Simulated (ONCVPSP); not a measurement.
## What one change does to a pseudopotential (tin (Sn), ONCV)

- Element: tin
- Generator: ONCVPSP 4.0.1
- Type: optimised norm-conserving Vanderbilt (ONCV)
- Functional: revPBE
- Relativity: scalar-relativistic
- Frozen core: [Kr]
- Valence charge: 14
- Reference configuration: 4d10 5s1 5p3
- Partial waves: 5s: rc 1.65 bohr, ncon 4, nbas 8, qcut 3.6 1/bohr, 2 projectors, debl 2.7 Ha; 5p: rc 2.00 bohr, ncon 3, nbas 6, qcut 4.6 1/bohr, 3 projectors, debl 2.9 Ha; 4d: rc 1.65 bohr, ncon 3, nbas 8, qcut 8.1 1/bohr, 2 projectors, debl 3.6 Ha
- Local potential: polynomial inside 1.60 bohr (lpopt 5, dvloc0 2 Ha)
- Core correction: Teter function, fcfact 4.25, rcfact 1.1

Change: p: debl 0.45.

Cutoffs: the cutoffs (Ha) at which the residual kinetic energy of the hardest occupied pseudo-wave falls to 1 and 0.1 mHa per electron; they do not see the model core or the augmentation charge, which bear on the density cutoff. Errors are all-electron minus pseudo energies relative to the spin-unpolarised reference configuration.

What does the change do?

The potential gets neither clearly harder nor softer (33 Ha and 63 Ha → 33 Ha and 63 Ha); a bound ghost appears in p, which as a rule spoils a file; the errors of the 4 common tests hardly move.

```csv
quantity,base,changed
"cutoff, loose",33 Ha,33 Ha
"cutoff, tight",63 Ha,63 Ha
bound ghosts,none,p
GHOST(+) flags under 300 eV,"s at 66.9 eV, p at 202.7 eV","s at 66.9 eV, p at 295.6 eV"
"error for 4d10 5s2 5p2, meV [ΔE -6.96 eV]",-0.1,-0.2
"error for 4d10 5s2 5p1, meV [ΔE -0.15 eV]",-4.2,-4.3
"error for 4d10 5s2 5p0, meV [ΔE 13.70 eV]",-9.4,-9.6
"error for 4d9 5s2 5p3, meV [ΔE 17.54 eV]",-116,-118
s: phases at 1.68 bohr within 0.05 rad from the reference energy up to (Ha; the scan ends near 5),2.4,2.4
p: phases at 2.03 bohr within 0.05 rad from the reference energy up to (Ha; the scan ends near 5),to the end of the scan,to the end of the scan
d: phases at 1.68 bohr within 0.05 rad from the reference energy up to (Ha; the scan ends near 5),to the end of the scan,to the end of the scan
"rms error of d²Exc/dni dnj with the model core, mHa",2.86,2.86
```

 A true bound ghost makes a file unfit for plane-wave use even where its test errors are small: the radial tests pick states by their node count and pass the ghost by.
